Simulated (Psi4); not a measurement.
Complex: C2H2 (SMILES C#C) (first 4 atoms) with CO2 (SMILES O=C=O); geometry from B3LYP-D3(BJ)/def2-TZVP, rigid monomers moved along the line of their centres of mass till C2···C6 is 5.89 Å.
(charge 0, multiplicity 1):
| atom | x (Å) | y (Å) | z (Å) |
|---|---|---|---|
| C | -0.2599 | -0.2079 | 0.0219 |
| C | 0.6997 | 0.4725 | 0.2440 |
| H | -1.1127 | -0.8123 | -0.1707 |
| H | 1.5506 | 1.0755 | 0.4489 |
| O | -1.6360 | -1.0879 | 5.6940 |
| C | -0.7062 | -0.4258 | 5.8979 |
| O | 0.2208 | 0.2346 | 6.1196 |

All values below come from SAPT0/jun-cc-pV(D+d)Z run with Psi4.

Task: Give the four SAPT terms and the total, and say what mostly holds the pair together.

Result: electrostatics -0.7, exchange 0.0, induction 0.0, dispersion -0.2, total -0.9 kJ/mol; the largest attraction is electrostatics.
